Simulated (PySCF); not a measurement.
C₅H₁₀O, SMILES C=CCCCO.

Geometry optimised at B3LYP-D3(BJ)/def2-SVP. One conformer was computed; it need not be the lowest.

The numbers are results of PySCF with HF/def2-TZVP, not measurements.

Isolated molecule, no solvent.

Computed frontier levels, gap, dipole moment and polarisability:
```json
{
  "highest_occupied_level": "-9.65 eV",
  "lowest_empty_level": "3.56 eV",
  "orbital_gap": "13.21 eV",
  "dipole_moment": "0.345 e·Å",
  "quadrupole, principal values (traceless, Buckingham form, about the centre of nuclear charge)": "-5.98, -2.20, 8.18 D·Å",
  "mean_static_polarisability": "63.7 bohr³ (9.45 Å³)",
  "polarisability_principal_values": "53.2, 58.1, 80.0 bohr³"
}
```
